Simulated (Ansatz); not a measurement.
Basis sets compared for GaH2(CN) (CH₂GaN). Total charge 0; singlet. Geometry PBE-D4/def2-TZVP. Ansatz on 4 threads of Arm Neoverse V1 on a shared host; times are rough, and most runs start from earlier orbitals.

| atom | x (Å) | y (Å) | z (Å) |
| --- | --- | --- | --- |
| Ga1 | -0.0265 | 0.5003 | -0.5478 |
| H2 | 1.3394 | 1.1363 | -0.9573 |
| H3 | -1.4395 | 0.7863 | -1.1473 |
| C4 | 0.0417 | -0.8185 | 0.8954 |
| N5 | 0.0849 | -1.6043 | 1.7571 |

The 6-31G sets use Cartesian d functions. B3LYP takes the VWN-RPA correlation.

Binding counts from free atoms (Ga doublet, H doublet, C triplet, N quartet) in the same basis, without a counterpoise term.

| level | functions | energy (Eh) | HOMO (eV) | LUMO (eV) | binding per atom (eV) | wall time |
| --- | --- | --- | --- | --- | --- | --- |
| PBE-D4/def2-SVP | 70 | -2018.1556 | -7.86 | -3.43 | 3.66 | 0.4 s |
| PBE-D4/def2-TZVP | 122 | -2018.5126 | -7.96 | -3.52 | 3.65 | 0.7 s |
| r2SCAN-D4/def2-TZVP | 122 | -2018.8523 | -8.26 | -3.27 | 3.53 | 1.5 s |
| B3LYP-D4/6-31G | 51 | -2018.5657 | -8.96 | -2.87 | 3.42 | 0.5 s |
| B3LYP-D4/def2-TZVP | 122 | -2018.9782 | -9.02 | -2.99 | 3.53 | 0.85 s |
| PBE0-D4/def2-SVP | 70 | -2018.1967 | -9.17 | -2.64 | 3.54 | 0.6 s |
| PBE0-D4/def2-TZVP | 122 | -2018.5513 | -9.24 | -2.70 | 3.53 | 1.2 s |

Problem. Estimate the rows for PBE-D4/def2-TZVPD, r2SCAN-D4/def2-TZVPD, PBE0-D4/def2-TZVPD.

Solution. 
| level | functions | energy (Eh) | HOMO (eV) | LUMO (eV) | binding per atom (eV) | wall time |
| --- | --- | --- | --- | --- | --- | --- |
| PBE-D4/def2-TZVPD | 146 | -2018.5135 | -7.98 | -3.54 | 3.65 | 1 s |
| r2SCAN-D4/def2-TZVPD | 146 | -2018.8530 | -8.27 | -3.28 | 3.53 | 2 s |
| PBE0-D4/def2-TZVPD | 146 | -2018.5521 | -9.25 | -2.71 | 3.53 | 1.6 s |
